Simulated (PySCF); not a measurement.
This PySCF input asks for the NMR shieldings of `F/C=C/C=C1/CO[SiH2]1`, C5H7FOSi; the geometry comes from GFN2-xTB.

```python
import basis_set_exchange as bse
import numpy as np
from pyscf import gto, dft
from pyscf.prop import nmr

atoms = """
F     4.008101    0.669993    0.272003
C     2.964755    0.090406   -0.343670
C     1.717832    0.263675    0.080091
C     0.579106   -0.344730   -0.557959
C    -0.666185   -0.165556   -0.123023
C    -1.969004   -0.702106   -0.638217
O    -2.848616   -0.094275    0.313609
Si   -1.692056    0.701633    1.206474
H     3.275293   -0.504648   -1.190177
H     1.523092    0.885569    0.942269
H     0.779601   -0.966691   -1.423989
H    -2.228239   -0.370130   -1.646539
H    -2.060838   -1.789738   -0.585153
H    -1.806460    2.150811    1.108311
H    -1.580795    0.183776    2.564056
"""
names = dict.fromkeys(["F", "C", "O", "Si", "H"], "pcSseg-1")
basis = {el: gto.basis.parse(bse.get_basis(n, elements=[el], fmt="nwchem")) for el, n in names.items()}
mol = gto.M(atom=atoms, basis=basis, charge=0, verbose=0)
mf = dft.RKS(mol, xc="PBE0")
mf.grids.level = 2
mf.grids.alignment = dft.numint.BLKSIZE   # the property module wants whole blocks of grid points
mf.conv_tol = 1e-9
mf.kernel()

calc = nmr.RKS(mf)   # GIAO
C = mf.mo_coeff
Co = C[:, mf.mo_occ > 0]
resp = mf.gen_response(singlet=True, hermi=2)
def vind(x):   # induced exchange potential for any number of trial vectors
    d = np.einsum("pi,xij,qj->xpq", C, 2 * x.reshape(-1, C.shape[1], Co.shape[1]), Co, optimize=True)
    return np.einsum("xpq,pi,qj->xij", resp(d - d.transpose(0, 2, 1)), C, Co, optimize=True).ravel()
mo1, _ = nmr.rhf.solve_mo1(calc, with_cphf=vind)
sigma = calc.kernel(mo1)
for i, s in enumerate(sigma):   # ppm
    w = np.linalg.eigvalsh((s + s.T) / 2)
    print("%2d %-2s iso %8.1f  s11 %8.1f  s22 %8.1f  s33 %8.1f" % (i, mol.atom_pure_symbol(i), w.mean(), *w))
```

Question: What does it print?

Answer: 
```
 0 F  iso    289.2  s11    199.9  s22    272.3  s33    395.4
 1 C  iso     22.3  s11    -65.8  s22     58.0  s33     74.9
 2 C  iso     64.7  s11    -27.4  s22     78.4  s33    143.2
 3 C  iso     51.6  s11    -53.8  s22     49.0  s33    159.7
 4 C  iso     29.7  s11    -42.0  s22     19.2  s33    112.0
 5 C  iso    104.7  s11     71.2  s22     93.1  s33    149.9
 6 O  iso    318.4  s11    288.4  s22    302.8  s33    364.2
 7 Si iso    343.5  s11    284.7  s22    307.4  s33    438.5
 8 H  iso     24.6  s11     22.2  s22     23.6  s33     27.9
 9 H  iso     25.8  s11     22.7  s22     24.5  s33     30.1
10 H  iso     25.3  s11     23.0  s22     24.3  s33     28.5
11 H  iso     26.2  s11     22.6  s22     26.0  s33     30.0
12 H  iso     26.2  s11     22.6  s22     26.0  s33     30.0
13 H  iso     25.7  s11     22.9  s22     24.3  s33     29.9
14 H  iso     25.7  s11     22.9  s22     24.3  s33     29.9
```

These numbers come from an equivalent density-fitted implementation of the same equations, which agrees with the script to about 0.01 ppm for H and up to a few tenths of a ppm for heavy atoms, so last digits may differ.

Size and cost of the density-fitted run: 178 basis functions, 48 s wall time on 1 thread of an Arm Neoverse N1, shared host; peak memory 0.8 GiB.
